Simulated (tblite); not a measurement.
Compound: C₆H₄NS (doublet state).
Structure used (GFN2-xTB), in Å, numbered top down from 1:
```
atom  x, y, z in Å
C1     2.145   -0.847   -0.724
C2     1.647   -0.026    0.002
C3     1.107    0.952    0.850
S4     2.080    2.047    1.589
C5    -0.342    0.962    1.033
C6    -1.125    0.064    0.497
C7    -1.677   -0.895   -0.288
N8    -1.988   -0.754   -1.542
H9     2.568   -1.567   -1.359
H10   -0.720    1.749    1.674
H11   -1.917   -1.856    0.159
H12   -1.777    0.171   -1.915
```

Computed values, GFN2-xTB/tblite, gas phase, harmonic and unscaled. The method is semi-empirical: single wavenumbers can be off by several per cent or more. One conformer, not necessarily the lowest. Open shells enter through the occupations alone, without spin polarisation, and single modes of such species can be off by tens of per cent.

Harmonic wavenumbers (cm⁻¹): 39.9, 46.6, 116.6, 150.9, 172.1, 240.6, 250.7, 380.6, 484.8, 513.3, 574.9, 647.9, 652.4, 666.9, 738.6, 789.9, 958.8, 997.7, 1118.8, 1143.0, 1184.9, 1259.7, 1318.1, 1429.7, 1815.9, 2218.6, 2983.2, 3021.2, 3323.2, 3388.2.

A = 3369, B = 1009, C = 811.6 MHz; mass 122.006 u (most abundant isotopes); point group C1, symmetry number 1; spin multiplicity 2.

Zero-point energy?

½Σν̃ = 16314 cm⁻¹ = 195.16 kJ/mol.

Entropy at 298.15 K, 1 bar (ideal gas, RRHO, classical rotation)?

Translation 168.77, rotation 121.94, vibration 112.27, spin (R ln 2) 5.76: S = 408.7 J/(mol K).

And Cp and H(298.15 K) − H(0)?

Cp = 135.56 J/(mol K), of which vibrations give 102.30 (their classical limit is 30 R = 249.4); H(298.15 K) − H(0) = 26.55 kJ/mol without the zero-point energy, 16.64 from vibrations.

How do the functions run with temperature in this model?

```
 T (K)  S (J/(mol K))  Cp (J/(mol K))  H − H(0) (kJ/mol)  G − H(0) (kJ/mol)  ln q(vib)
    50          253.5            55.7               2.18             -10.50       0.74
   100          298.5            75.3               5.48             -24.37       2.03
373.15          441.2           154.1              37.43            -127.21       8.45
   500          489.9           178.7              58.62            -186.34      11.10
   750          568.9           210.3             107.59            -319.10      15.82
  1000          632.3           229.9             162.79            -469.51      19.97
```

q(vib) and H(0) count from the zero-point level.

What must be added to the electronic energy to get the Gibbs energy at 298.15 K and 1 bar?

ZPE + [H(298.15 K) − H(0)] − T·S = 195.16 + 26.55 − 121.87 = 99.84 kJ/mol.

Blend soft modes into free rotors: weight 1/[1 + (100 cm⁻¹/ν̃)⁴] for the oscillator and the rest for a rotor with moment μB/(μ + B), μ = h/(8π²ν), B = 10⁻⁴⁴ kg m². What vibrational entropy results?

100.01 J/(mol K) in place of 112.27, which changes −T·S at 298.15 K by +3.65 kJ/mol.

Which modes carry the vibrational entropy at 298.15 K?

39.9 cm⁻¹: 22.02; 46.6 cm⁻¹: 20.74; 116.6 cm⁻¹: 13.20; 150.9 cm⁻¹: 11.13; 172.1 cm⁻¹: 10.09; 240.6 cm⁻¹: 7.52 J/(mol K); the other 24 give 27.55 together.

Hindered rotation and anharmonicity are outside this model. Other conformers, if any are populated, would add a mixing term that is left out. The structure is chiral; the term R ln 2 for an equal mix with its mirror image is left out.
